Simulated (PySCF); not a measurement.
Electron correlation in Sn³⁺ (tin, charge +3)

[Kr] 4d10 5s1, 2S determinant. All numbers are calculated (PySCF 2.14, a scalar-relativistic core potential, in def2-QZVPPD with the def2 core potential (28 electrons)). Frozen: nothing; 19 electrons correlated.

```tsv
level	correlation energy (mhartree)
CCSD	-506.73
(T)	-8.58
CCSD(T)	-515.31
```

Diagnostics: T1 = 0.0050, D1 = 0.0227, largest double amplitude 0.014.

Q: Is a single reference adequate?

A: Yes, within this model without spin-orbit coupling: T1 lies below 0.03 and no double amplitude reaches 0.07.

The basis has no tight functions for the innermost shells, so their pair energies are far from complete.

This basis was not built for core-valence correlation, so the inner-shell part is incomplete.
